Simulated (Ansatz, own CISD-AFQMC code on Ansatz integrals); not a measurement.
CH3NO, SMILES `[H]/N=C\O` (N–C–O–H torsion 0°) (charge 0, multiplicity 1).

Z-matrix (Å, degrees):
```
C
N 1 1.2569
H 2 1.0206 1 113.02
O 1 1.3475 2 129.80 3 0.00
H 4 0.9650 1 109.54 2 0.00
H 1 1.0886 2 120.47 3 180.00
```
Charge 0, multiplicity 1.

Frozen-core correlation energies in cc-pVDZ at a geometry from PBE0-D3(BJ)/def2-TZVP, on an HF energy of -168.92360 Ha (<S^2> = 0.00). Wave-function levels are from Ansatz, the walk from an own CISD-AFQMC code on Ansatz integrals (time step 0.005/Ha, trial state from CCSD amplitudes, largest double 0.10).

```tsv
level	correlation energy (mHa)
MP2	-483.3
CCSD	-503.8
CCSD(T)	-519.3
CCSDT(Q)	-521.3
```

What correlation energy does phaseless AFQMC give, and where does it lie among these levels?

-521.4 ± 0.4 mHa (one standard error). AFQMC minus each level: MP2 -38.2 mHa, CCSD -17.6 mHa, CCSD(T) -2.2 mHa, CCSDT(Q) -0.1 mHa.
